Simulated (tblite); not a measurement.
Task: What does the GFN2-xTB structure of `C[SiH2][C@@H](Cl)[C@H](C)[C@@H](C)F` look like in three dimensions?

Result: 
```xyz
23
C6H14ClFSi angstrom
C      3.695   -0.435    0.522
Si     2.231    0.562   -0.144
C      0.629   -0.357    0.380
Cl     0.491   -0.165    2.163
C     -0.662    0.082   -0.305
C     -1.040    1.518    0.036
C     -1.797   -0.900    0.026
C     -3.149   -0.536   -0.565
F     -1.433   -2.143   -0.482
H      3.656   -0.514    1.605
H      4.636    0.038    0.260
H      3.708   -1.444    0.118
H      2.240    0.621   -1.611
H      2.220    1.911    0.427
H      0.749   -1.432    0.228
H     -0.477    0.006   -1.383
H     -0.206    2.178   -0.186
H     -1.279    1.608    1.093
H     -1.895    1.845   -0.547
H     -1.876   -1.040    1.112
H     -3.820   -1.386   -0.460
H     -3.051   -0.302   -1.623
H     -3.576    0.312   -0.041
```

Orientation and origin are arbitrary. Atoms count from 1 in this order. The 2 C–Si bonds span 1.893 Å (C1–Si2, drawn single) to 1.919 Å (Si2–C3, drawn single), a spread of 0.026 Å. Of the pairs four or more bonds apart, Si2···H17 is among the closest relative to their van der Waals radii: 2.92 Å, 89 % of the sum of Bondi's values. Si2 (SiH2 silicon) is tetrahedral (angles from 107.3° to 111.6°).

Bonds between heavy atoms (Å): C1–Si2 1.893, Si2–C3 1.919, C3–Cl4 1.798, C3–C5 1.526, C5–C6 1.524, C5–C7 1.537, C7–C8 1.520, C7–F9 1.390.

Structure optimised with GFN2-xTB, isolated species.

Point group: C1 (no symmetry element, even within 0.4 Å). Its GFN2-xTB frequencies are all real (lowest 45 cm⁻¹). One conformer, not necessarily the lowest (C1–Si2–C3–Cl4 70°, Si2–C3–C5–C6 -65°, C3–C5–C7–C8 178°). 3 starts were optimised and ended at 0.00, 0.34 and 1.41 kcal/mol (GFN2-xTB); the lowest of these is shown.

Time: 1.6 s wall. Hardware: an Arm Neoverse N1 with one thread, on a shared host. This is the geometry optimisation.

These are computed values.
